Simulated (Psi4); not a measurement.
HO₄S (SMILES O=S(=O)([O-])O), charge -1, singlet, geometry from GFN2-xTB (a gas-phase anion, which may not be bound at this level); PBE/cc-pVDZ (Psi4 1.11).

Input for Psi4:
```
memory 2 GB

molecule {
-1 1
O 
S  1 1.667128
O  2 1.461372 1 100.980418
O  2 1.449197 3 114.463225 1 112.926047
O  2 1.450218 4 114.320301 3 -134.344208
H  1 0.950968 2 92.435553 4 -124.269958
}

set {
  basis cc-pvdz
}

energy('pbe')
print_variables()
```

What the program printed (banner, timings and long lists left out):

```
   => Loading Basis Set <=

    Name: CC-PVDZ
    Role: ORBITAL
    Keyword: BASIS

         ---------------------------------------------------------
                                   SCF
               by Justin Turney, Rob Parrish, Andy Simmonett
                          and Daniel G. A. Smith
                              RKS Reference
         ---------------------------------------------------------

  ==> Geometry <==

    Molecular point group: c1
    Full point group: C1

    Geometry (in Angstrom), charge = -1, multiplicity = 1:

       Center              X                  Y                   Z               Mass
    ------------   -----------------  -----------------  -----------------  -----------------
         O           -0.001853367087     0.021049584330    -1.548528046313    15.994914619570
         S           -0.001853367087     0.021049584330     0.118599953687    31.972071174400
         O           -0.001853367087    -1.413568112466     0.396952583317    15.994914619570
         O           -1.216754277256     0.708062249930     0.508729830248    15.994914619570
         O            1.219291488679     0.700711254075     0.505895065247    15.994914619570
         H            0.077357079323    -0.925751722510    -1.588940019398     1.007825032230

  Running in c1 symmetry.

  Rotational constants: A =      0.17936  B =      0.16720  C =      0.16565 [cm^-1]
  Rotational constants: A =   5377.19753  B =   5012.54944  C =   4966.15983 [MHz]
  Nuclear repulsion =  277.038635712443750

  Charge       = -1
  Multiplicity = 1
  Electrons    = 50
  Nalpha       = 25
  Nbeta        = 25

  ==> Algorithm <==

  SCF Algorithm Type is DF.
  DIIS enabled.
  MOM disabled.
  Fractional occupation disabled.
  Guess Type is SAD.
  Energy threshold   = 1.00e-06
  Density threshold  = 1.00e-06
  Integral threshold = 1.00e-12

  ==> Primary Basis <==

  Basis Set: CC-PVDZ
    Blend: CC-PVDZ
    Number of shells: 35
    Number of basis functions: 79
    Number of Cartesian functions: 84
    Spherical Harmonics?: true
    Max angular momentum: 2

  ==> DFT Potential <==

   => LibXC <=

    Version 7.1.2
    S. Lehtola, C. Steigemann, M. J. T. Oliveira, and M. A. L. Marques,  SoftwareX 7, 1–5 (2018) (10.1016/j.softx.2017.11.002)

   => Composite Functional: PBE <=

    PBE GGA Exchange-Correlation Functional

    J.P. Perdew et. al., Phys. Rev. Lett., 77(18), 3865-3868, 1996

    Deriv               =              1
[...]
   @DF-RKS iter   4:  -699.21489097405595   -1.85516e-02   1.45816e-03 ADIIS/DIIS
   @DF-RKS iter   5:  -699.21905331361461   -4.16234e-03   5.45442e-04 ADIIS/DIIS
   @DF-RKS iter   6:  -699.21978800862917   -7.34695e-04   7.24169e-05 DIIS
   @DF-RKS iter   7:  -699.21979695648486   -8.94786e-06   4.70401e-05 DIIS
   @DF-RKS iter   8:  -699.21980221648960   -5.26000e-06   6.37480e-06 DIIS
   @DF-RKS iter   9:  -699.21980231063344   -9.41438e-08   8.03384e-07 DIIS
  Energy and wave function converged.

  ==> Post-Iterations <==

   Electrons on quadrature grid:
      Ntotal   =   50.0000017248 ; deviation = 1.725e-06

    Orbital Energies [Eh]
    ---------------------

    Doubly Occupied:

[...]
      25A      0.010208

    Virtual:

[...]
    Final Occupation by Irrep:
              A
    DOCC [    25 ]
    NA   [    25 ]
    NB   [    25 ]

  @DF-RKS Final Energy:  -699.21980231063344

   => Energetics <=

    Nuclear Repulsion Energy =            277.0386357124437495
    One-Electron Energy =               -1526.9420732202538602
    Two-Electron Energy =                 611.1884891315906998
    DFT Exchange-Correlation Energy =     -60.5048539344139584
    Empirical Dispersion Energy =           0.0000000000000000
    VV10 Nonlocal Energy =                  0.0000000000000000
    Total Energy =                       -699.2198023106334404

Computation Completed

Properties will be evaluated at   0.000000,   0.000000,   0.000000 [a0]

Properties computed using the SCF density matrix

 Multipole Moments:

 ------------------------------------------------------------------------------------
     Multipole            Electronic (a.u.)      Nuclear  (a.u.)        Total (a.u.)
 ------------------------------------------------------------------------------------

 L = 1.  Multiply by 2.5417464519 to convert [e a0] to [Debye]
 Dipole X            :         -0.0395882            0.0724654            0.0328771
 Dipole Y            :          0.4556632           -0.8672304           -0.4115672
 Dipole Z            :          0.8354643           -1.4871111           -0.6516468
 Magnitude           :                                                    0.7714350

 ------------------------------------------------------------------------------------

  Variable Map:
  ----------------------------------------------------------------------------
[...]
  Array Variable Map:
  ----------------------------------------------------------------------------
[...]
[...]
```
